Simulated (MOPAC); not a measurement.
Input file for MOPAC: PM7 on CH4SeTe (SMILES C[Te][SeH]), a point of a torsion scan.

```
PM7 1SCF PRECISE CHARGE=0 THREADS=1
CH4SeTe

C     -1.15367696 1    -0.13828253 1    -0.00505264 1
Te     0.68373180 1     0.93867537 1     0.42666153 1
Se     1.57792459 1     0.86538946 1    -1.89054315 1
H     -1.17019475 1    -0.39489725 1    -1.05590211 1
H     -2.00445399 1     0.48690683 1     0.22956805 1
H     -1.19378934 1    -1.04198311 1     0.58838990 1
H      2.35659338 1    -0.35588587 1    -1.81701712 1
```

Output:

```
*******************************************************************************
 **                                                                           **
 **                              MOPAC v23.2.5                                **
 **                                                                           **
 *******************************************************************************
 ** MOPAC's Digital Object Identifier: https://doi.org/10.5281/zenodo.6511958 **
 **                                                                           **
 ** Please cite the open-source release paper for use of this MOPAC version:  **
 ** J. E. Moussa and J. J. P. Stewart (2026)                                  **
 ** MOPAC: An open-source semiempirical molecular orbital program             **
 ** J. Open Source Softw., 11(119), 8025, https://doi.org/10.21105/joss.08025 **
 *******************************************************************************

                              PM7 CALCULATION RESULTS

 *******************************************************************************
 *  PM7        - The PM7 Hamiltonian to be used
 *
 *
 *
 *                 CHARGE ON SYSTEM = 0
 *
 *
 *
 *  PRECISE    - TIGHTER CRITERIA TO BE USED
 *  1SCF       - DO 1 SCF AND THEN STOP
 *  THREADS=1  - MULTI-THREADING NOT USED
 *  T=         - A TIME OF 172800.0 SECONDS REQUESTED
 *  DUMP=N     - RESTART FILE WRITTEN EVERY 7200.0 SECONDS REQUESTED
 *******************************************************************************
PM7 1SCF PRECISE CHARGE=0 THREADS=1
 CH4SeTe

   ATOM   CHEMICAL          X               Y               Z
  NUMBER   SYMBOL      (ANGSTROMS)     (ANGSTROMS)     (ANGSTROMS)

     1       C         -1.15367696  *  -0.13828253  *  -0.00505264  *
     2      Te          0.68373180  *   0.93867537  *   0.42666153  *
     3      Se          1.57792459  *   0.86538946  *  -1.89054315  *
     4       H         -1.17019475  *  -0.39489725  *  -1.05590211  *
     5       H         -2.00445399  *   0.48690683  *   0.22956805  *
     6       H         -1.19378934  *  -1.04198311  *   0.58838990  *
     7       H          2.35659338  *  -0.35588587  *  -1.81701712  *



          CARTESIAN COORDINATES

    NO.       ATOM           X           Y           Z

     1         C         -1.1537     -0.1383     -0.0051
     2        Te          0.6837      0.9387      0.4267
     3        Se          1.5779      0.8654     -1.8905
     4         H         -1.1702     -0.3949     -1.0559
     5         H         -2.0045      0.4869      0.2296
     6         H         -1.1938     -1.0420      0.5884
     7         H          2.3566     -0.3559     -1.8170

 General Reference for PM7:
 "Optimization of Parameters for Semiempirical Methods VI: More Modifications to the
 NDDO Approximations and Re-optimization of Parameters", J. J. P. Stewart, J. Mol. Mod., 1:32, 19 (2013)
 https://link.springer.com/article/10.1007/s00894-012-1667-x

           Empirical Formula: C H4 Te Se  =     7 atoms



      MOLECULAR POINT GROUP   :   C1


      RHF CALCULATION, NO. OF DOUBLY OCCUPIED LEVELS = 10


 -------------------------------------------------------------------------------
 PM7 1SCF PRECISE CHARGE=0 THREADS=1
 CH4SeTe



     1SCF WAS SPECIFIED, SO BFGS WAS NOT USED
     SCF FIELD WAS ACHIEVED


                              PM7 CALCULATION
                                                       MOPAC v23.2.5 Linux




          FINAL HEAT OF FORMATION =         77.58342 KCAL/MOL =     324.60905 KJ/MOL


          COSMO AREA              =        124.26 SQUARE ANGSTROMS
          COSMO VOLUME            =        115.70 CUBIC ANGSTROMS

          IONIZATION POTENTIAL    =          7.731516 EV
          HOMO LUMO ENERGIES (EV) =         -7.732  0.265
          NO. OF FILLED LEVELS    =         10
          MOLECULAR WEIGHT        =        222.6026         POINT GROUP:  C1

          MOLECULAR DIMENSIONS (Angstroms)

            Atom       Atom       Distance
            H     7    H     5     4.89056
           Se     3    H     6     2.71133
            H     4   Te     2     2.54586


          SCF CALCULATIONS        =          1





   ATOM   CHEMICAL          X               Y               Z
  NUMBER   SYMBOL      (ANGSTROMS)     (ANGSTROMS)     (ANGSTROMS)

     1       C         -1.15367696  *  -0.13828253  *  -0.00505264  *
     2      Te          0.68373180  *   0.93867537  *   0.42666153  *
     3      Se          1.57792459  *   0.86538946  *  -1.89054315  *
     4       H         -1.17019475  *  -0.39489725  *  -1.05590211  *
     5       H         -2.00445399  *   0.48690683  *   0.22956805  *
     6       H         -1.19378934  *  -1.04198311  *   0.58838990  *
     7       H          2.35659338  *  -0.35588587  *  -1.81701712  *

                             CARTESIAN COORDINATES

   1    C       -1.153676960    -0.138282530    -0.005052640
   2   Te        0.683731800     0.938675370     0.426661530
   3   Se        1.577924590     0.865389460    -1.890543150
   4    H       -1.170194750    -0.394897250    -1.055902110
   5    H       -2.004453990     0.486906830     0.229568050
   6    H       -1.193789340    -1.041983110     0.588389900
   7    H        2.356593380    -0.355885870    -1.817017120


           Empirical Formula: C H4 Te Se  =     7 atoms



      MOLECULAR POINT GROUP   :   C1


                  EIGENVALUES
 -46.33199 -23.92422 -22.96006 -14.50697 -14.42045 -12.45372 -11.63330  -9.35378
  -8.52631  -7.73152   0.26482   1.23219   2.45602   5.35794   5.41984   6.43467


              NET ATOMIC CHARGES AND DIPOLE CONTRIBUTIONS

  ATOM NO.   TYPE          CHARGE      No. of ELECS.   s-Pop       p-Pop
    1          C          -0.489090        4.4891     1.09400     3.39509
    2         Te          -0.062133        6.0621     1.88277     4.17936
    3         Se           0.047616        5.9524     1.95241     3.99997
    4          H           0.153965        0.8460     0.84604
    5          H           0.161269        0.8387     0.83873
    6          H           0.158603        0.8414     0.84140
    7          H           0.029770        0.9702     0.97023
 DIPOLE           X         Y         Z       TOTAL
 POINT-CHG.    -0.123    -0.517    -0.962     1.099
 HYBRID        -0.182    -1.303    -0.619     1.454
 SUM           -0.305    -1.820    -1.581     2.430


          ATOMIC ORBITAL ELECTRON POPULATIONS

     Atom    s        px        py        pz
    1  C   1.09400   1.07377   1.14686   1.17446
    2 Te   1.88277   1.11464   1.75968   1.30504
    3 Se   1.95241   1.64687   1.33898   1.01411
    4  H   0.84604
    5  H   0.83873
    6  H   0.84140
    7  H   0.97023

 **********************
 *                    *
 * JOB ENDED NORMALLY *
 *                    *
 **********************




 == MOPAC DONE ==
```

The run finished.

Cost: very roughly 0.020 core-seconds.
